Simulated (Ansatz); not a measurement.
Computed with Ansatz on PBE0-D4/def2-TZVP structures; ΔE is electronic, products minus reactants. CCSD(T)/CBS is the MP2 limit (def2-TZVPP, def2-QZVPP) plus CCSD(T) − MP2 in def2-TZVPP, frozen cores. This one scheme is used for every species. Functionals use def2-TZVPP. One conformer a species, not always the lowest.

Reaction (cleavage of the Si–Si bond): `O[Si]([SiH3])([SiH3])Cl` + `BS` → `BS[SiH3]` + `O[SiH]([SiH3])Cl`

```csv
species,r2SCAN0 energy (Eh)
`O[Si]([SiH3])([SiH3])Cl`,-1408.10900
`BS`,-424.82139
`BS[SiH3]`,-715.51247
`O[SiH]([SiH3])Cl`,-1117.43653
```

(1) Work out ΔE.

Largest T1 diagnostic among the species: 0.015.

Results:

(1) ΔE = (-715.51247) + (-1117.43653) − (-1408.10900) − (-424.82139) = -0.01861 Eh = -11.7 kcal/mol. CCSD(T)/CBS gives -11.9 kcal/mol.

At CCSD(T), def2-SVP lies +1.9 kcal/mol from the extrapolated value and def2-TZVPP +0.4 kcal/mol. From r2SCAN to r2SCAN0 (25 % exact exchange), in def2-TZVPP and without D4, ΔE moves by −0.9 kcal/mol.
